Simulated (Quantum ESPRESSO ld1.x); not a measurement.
The numbers below are computed, except where a source is named.
All-electron atom: Os II in [Xe] 4f14 5d6 7p1 (not the ground configuration).

Code: ld1.x of Quantum ESPRESSO 7.5. Model: Dirac Kohn-Sham, PBE, spin-unpolarised, spherical densities, point nucleus; open shells fill j = l - 1/2 first.

Energy parts (hartree):
| part | energy |
|---|---|
| total | -17281.06 |
| kinetic | 19622.91 |
| electron-nucleus | -43273.76 |
| Hartree | 6710.31 |
| exchange-correlation | -340.53 |

Orbitals (lengths in bohr, moments of r in powers of bohr):
orbital,occ.,eigenvalue (hartree),<r^2>,<1/r>,<r^4>,small-component weight
1s1/2,2,-2711.4654,0.0004332,90.52,5.119e-07,8.27e-02
2s1/2,2,-472.2516,0.006582,22.11,0.00007579,1.88e-02
2p1/2,2,-452.0916,0.004684,22.06,0.00004544,1.89e-02
2p3/2,4,-395.8124,0.005880,18.31,0.00006780,1.69e-02
3s1/2,2,-110.2452,0.04288,8.115,0.002782,6.23e-03
3p1/2,2,-101.2433,0.03926,8.027,0.002445,6.17e-03
3p3/2,4,-88.9702,0.04577,7.055,0.003286,5.61e-03
3d3/2,4,-73.9225,0.03533,6.951,0.002210,5.50e-03
3d5/2,6,-71.2645,0.03711,6.724,0.002417,5.34e-03
4s1/2,2,-23.6300,0.2106,3.419,0.06429,2.07e-03
4p1/2,2,-19.8547,0.2163,3.308,0.06964,1.98e-03
4p3/2,4,-16.9720,0.2505,2.970,0.09338,1.77e-03
4d3/2,4,-10.7858,0.2696,2.760,0.1167,1.57e-03
4d5/2,6,-10.2520,0.2823,2.680,0.1278,1.51e-03
4f5/2,6,-2.4248,0.3769,2.257,0.3138,1.12e-03
4f7/2,8,-2.3218,0.3885,2.225,0.3351,1.10e-03
5s1/2,2,-3.8218,1.141,1.347,1.906,4.86e-04
5p1/2,2,-2.6608,1.371,1.218,2.857,4.06e-04
5p3/2,4,-2.2128,1.633,1.098,4.076,3.46e-04
5d3/2,4,-0.7097,3.306,0.7777,19.68,1.78e-04
5d5/2,2,-0.6683,3.541,0.7500,22.66,1.66e-04
7p1/2,1,-0.1520,63.66,0.1668,5525,1.17e-05
7p3/2,0,-0.1426,69.16,0.1621,6540,1.17e-05

The highest occupied level is 7p1/2 at -4.136 eV. Summed over all electrons, <r^2> = 106.3 bohr^2, which gives a Langevin (diamagnetic) susceptibility term of -84.2 x 10^-6 cm^3/mol. The density falls to 0.001 e/bohr^3 at r = 3.68 bohr.
